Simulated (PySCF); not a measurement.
# `InChI=1S/C7H16N2/c1-3-9-6-4-5-7(2)8-9/h7-8H,3-6H2,1-2H3/t7-/m0/s1`

Molfile (atoms numbered from 1):
```
C7H16N2
     RDKit          3D

 25 25  0  0  0  0  0  0  0  0999 V2000
   -2.7317    1.3503    0.2899 C   0  0  0  0  0  0  0  0  0  0  0  0
   -2.1368    0.1295    0.9771 C   0  0  0  0  0  0  0  0  0  0  0  0
   -0.9238   -0.2898    0.3022 N   0  0  0  0  0  0  0  0  0  0  0  0
   -0.4176   -1.5723    0.7661 C   0  0  0  0  0  0  0  0  0  0  0  0
    0.7587   -1.9886   -0.1164 C   0  0  0  0  0  0  0  0  0  0  0  0
    1.8337   -0.9037   -0.1008 C   0  0  0  0  0  0  0  0  0  0  0  0
    1.1853    0.4444   -0.4508 C   0  0  2  0  0  0  0  0  0  0  0  0
    2.1792    1.5963   -0.3660 C   0  0  0  0  0  0  0  0  0  0  0  0
    0.0582    0.7232    0.4222 N   0  0  0  0  0  0  0  0  0  0  0  0
   -3.6432    1.6587    0.7955 H   0  0  0  0  0  0  0  0  0  0  0  0
   -2.0156    2.1663    0.3061 H   0  0  0  0  0  0  0  0  0  0  0  0
   -2.9609    1.1131   -0.7448 H   0  0  0  0  0  0  0  0  0  0  0  0
   -1.9436    0.3569    2.0427 H   0  0  0  0  0  0  0  0  0  0  0  0
   -2.8432   -0.7027    0.9318 H   0  0  0  0  0  0  0  0  0  0  0  0
   -0.0915   -1.5177    1.8240 H   0  0  0  0  0  0  0  0  0  0  0  0
   -1.2200   -2.3095    0.6933 H   0  0  0  0  0  0  0  0  0  0  0  0
    1.1641   -2.9402    0.2328 H   0  0  0  0  0  0  0  0  0  0  0  0
    0.3953   -2.1199   -1.1371 H   0  0  0  0  0  0  0  0  0  0  0  0
    2.6261   -1.1416   -0.8117 H   0  0  0  0  0  0  0  0  0  0  0  0
    2.2796   -0.8402    0.8970 H   0  0  0  0  0  0  0  0  0  0  0  0
    0.7736    0.3864   -1.4648 H   0  0  0  0  0  0  0  0  0  0  0  0
    1.6823    2.5316   -0.6080 H   0  0  0  0  0  0  0  0  0  0  0  0
    2.9988    1.4386   -1.0619 H   0  0  0  0  0  0  0  0  0  0  0  0
    2.5875    1.6724    0.6402 H   0  0  0  0  0  0  0  0  0  0  0  0
    0.3946    0.7824    1.3951 H   0  0  0  0  0  0  0  0  0  0  0  0
  1  2  1  0
  2  3  1  0
  3  4  1  0
  4  5  1  0
  5  6  1  0
  6  7  1  0
  7  8  1  0
  7  9  1  0
  9  3  1  0
  1 10  1  0
  1 11  1  0
  1 12  1  0
  2 13  1  0
  2 14  1  0
  4 15  1  0
  4 16  1  0
  5 17  1  0
  5 18  1  0
  6 19  1  0
  6 20  1  0
  7 21  1  6
  8 22  1  0
  8 23  1  0
  8 24  1  0
  9 25  1  0
M  END
```

Computed with GIAO wB97X-D/pcSseg-1 magnetisability, rotational g tensor and spin-rotation constants, non-relativistic, gas phase in PySCF. Geometry: GFN2-xTB.

(1) What are the magnetisability and the molar susceptibility?

(2) Split it along the inertial axes a, b, c into diamagnetic and paramagnetic parts about the centre of mass, with the quadrupole moment.

(3) And the rotational g tensor?

Results:

(1) Isotropic -1643 × 10⁻³⁰ J/T², or -99.0 × 10⁻⁶ cm³/mol; principal values -1690, -1671, -1569 × 10⁻³⁰ J/T², anisotropy 113 × 10⁻³⁰ J/T² (root of half the summed squared differences of the principal values). The susceptibility is in cgs units.

(2) 
| axis | χ (10⁻⁶ cm³/mol) | diamagnetic (10⁻⁶ cm³/mol) | paramagnetic (10⁻⁶ cm³/mol) | summed x² of all electrons (Å²) | quadrupole Θ (D Å) |
| --- | --- | --- | --- | --- | --- |
| a | -100.6 | -685.2 | 584.6 | 235.8 | +1.57 |
| b | -101.8 | -1131.8 | 1030.1 | 130.5 | -1.33 |
| c | -94.5 | -1553.8 | 1459.3 | 31.0 | -0.24 |

Anisotropies 2χaa − χbb − χcc = -5.0 and 2χbb − χaa − χcc = -8.4 × 10⁻⁶ cm³/mol. Θ is traceless in Buckingham's convention.

(3) 
| axis | rotational constant (GHz) | g | nuclear part | electronic part |
| --- | --- | --- | --- | --- |
| a | 2.3425 | -0.0033 | 0.6401 | -0.6433 |
| b | 1.2770 | -0.0001 | 0.6179 | -0.6180 |
| c | 0.8939 | -0.0034 | 0.6094 | -0.6128 |

Asymmetric top; isotopes 12C, 1H, 14N; no vibrational averaging.
